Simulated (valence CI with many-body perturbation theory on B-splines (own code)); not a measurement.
**Valence orbitals of Ba51+**

Method: valence CI with perturbative core correlation (CI+MBPT): three valence electrons over a frozen Dirac-Fock core [He], radial functions for each j: 11 s, 11 p, 9 d, 7 f, 5 g, 2 h, 1 i, with the one-electron correlation potential Σ1 (screened to all orders), the two-electron term Σ2, the three-electron term Σ3, Breit, model QED; selected single and double excitations, second order for the rest (own B-spline code, finite nucleus).

The last digits are not significant, and no measured levels were compared; by estimate large intervals hold to a few tenths of a per cent, small ones and those within an open d or f shell to about a per cent.

These are the spectroscopic orbitals of the CI (the correlating ones are not listed), shaped by the core and the other valence electrons. h is the expectation value of the core's Dirac-Fock operator, without the valence repulsion; Σ1 is computed up to l = 3 at one energy for each symmetry, that of its lowest orbital but kept below the first core excitation, so for empty shells it is not the orbital's own correlation shift; Breit and QED include the response of the core.

| Orbital | h (hartree) | Σ1 (cm⁻¹) | Breit (cm⁻¹) | QED (cm⁻¹) | ⟨r⟩ (bohr) |
| --- | --- | --- | --- | --- | --- |
| 2s1/2 | -390.58 | -1421 | 50257 | 55885 | 0.1041 |
| 3s1/2 | -170.69 | -353 | 14074 | 16251 | 0.2405 |
| 4s1/2 | -94.954 | -138 | 5629 | 6667 | 0.4356 |
| 5s1/2 | -60.322 | -68.6 | 2823 | 3364 | 0.6878 |
| 2p1/2 | -385.9 | -3551 | 100438 | -263 | 0.08671 |
| 3p1/2 | -169.37 | -797 | 27151 | -220 | 0.2246 |
| 4p1/2 | -94.413 | -306 | 10895 | -101 | 0.4207 |
| 5p1/2 | -60.05 | -150 | 5453 | -52.9 | 0.6740 |
| 2p3/2 | -369.61 | -2670 | 38164 | 5669 | 0.09200 |
| 3p3/2 | -164.53 | -599 | 10426 | 1492 | 0.2321 |
| 4p3/2 | -92.383 | -231 | 4716 | 605 | 0.4305 |
| 5p3/2 | -59.015 | -114 | 2375 | 304 | 0.6861 |
| 3d3/2 | -164.04 | -287 | 1016 | -176 | 0.1960 |
| 4d3/2 | -92.175 | -123 | 556 | -53.2 | 0.3953 |
| 5d3/2 | -58.909 | -63.1 | 286 | -23.1 | 0.6519 |
| 3d5/2 | -162.6 | -260 | 332 | 509 | 0.1986 |
| 4d5/2 | -91.567 | -110 | 181 | 234 | 0.3985 |
| 5d5/2 | -58.598 | -56.7 | 88.3 | 124 | 0.6557 |
| 4f5/2 | -91.527 | -24.2 | 6.2 | -75.2 | 0.3426 |
| 5f5/2 | -58.579 | -13.7 | 5.1 | -36.9 | 0.6004 |
| 4f7/2 | -91.23 | -23.2 | 1.8 | 66.8 | 0.3443 |
| 5f7/2 | -58.427 | -13.0 | 1.5 | 36.0 | 0.6024 |
| 5g7/2 | -58.421 |  | 0.0 | -23.9 | 0.5261 |
| 5g9/2 | -58.331 |  | 0.0 | 19.2 | 0.5274 |

Among the shells of the start configuration 2s2 2p1, Σ1 is largest in size for 2p1/2, where it is 0.0042 % of h.

Lowest root of each symmetry, sizes in configuration state functions:

```csv
J,Parity,Roots,Reference,Variational,Second order,Change by selected CI (cm⁻¹),Change by second order (cm⁻¹)
1/2,even,16,50,9886,7088,-10707,0
3/2,even,19,70,15580,14076,-6112,0
5/2,even,14,66,16733,16357,-9479,-1
7/2,even,5,41,11771,22045,-6420,-5
9/2,even,2,23,6937,10103,-12274,-2
1/2,odd,15,48,9617,6673,-10023,0
3/2,odd,21,72,15681,6471,-9368,0
5/2,odd,13,62,16661,15149,-14911,-1
7/2,odd,6,43,12318,13036,-11112,-2
9/2,odd,2,20,7319,16517,-6663,-3
```
